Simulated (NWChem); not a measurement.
Species: diiodomethane (CH2I2); SMILES ICI

Program: NWChem. Geometry: optimised at PBE0/def2-SVP. def2 effective core potentials on I; no spin-orbit coupling. Level BLYP/def2-SVPD: energy and gradient; each run changes one setting, and changes count from the defaults (medium grid, exact Coulomb integrals, symmetry on).

| setting | size of the energy change (μHa) | largest change of a gradient component (μHa/bohr) | time, defaults = 1 (rough) |
|---|---|---|---|
| defaults | < 10 | < 30 | about 1 |
| symmetry off | < 10 | other frame | 2 |
| Becke weights | 10 | 40 | about 1 |
| extra-fine grid | 10 | 40 | about 1 |
